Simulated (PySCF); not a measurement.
Working out the electron affinity of Br

Br⁻ [Kr] (1S) → Br [Ar] 3d10 4s2 4p5 (2P). All numbers are calculated (PySCF 2.14, scalar relativity through the core potential, in aug-cc-pVQZ-PP with ECP10MDF). Frozen: 3s2 3p6 3d10. Energies in hartree (1 hartree = 27.21139 eV):

```
             part  Br⁻ (lower)   Br (upper)
              UHF  -415.579084  -415.493211
MP2 opposite-spin    -0.148771    -0.118987
    MP2 same-spin    -0.045025    -0.032305
```

Q: What does Hartree-Fock give?

A: (-415.493211) − (-415.579084) = 0.085873 hartree = 2.337 eV.

Q: What do MP2 and SCS-MP2 (6/5 opposite-spin, 1/3 same-spin) give?

A: The opposite-spin parts differ by 0.810 eV and the same-spin parts by 0.346 eV. MP2: 2.337 + (0.810) + (0.346) = 3.493 eV. SCS-MP2: 2.337 + 1.2 × (0.810) + (0.346)/3 = 3.424 eV.

Reference: 3.364 eV (measured; photodetachment measurements, as compiled on the Wikipedia data page of electron affinities), between the lowest levels; spin-orbit coupling is absent from the calculation.

What remains against the reference includes basis incompleteness, the frozen core and correlation beyond second order.
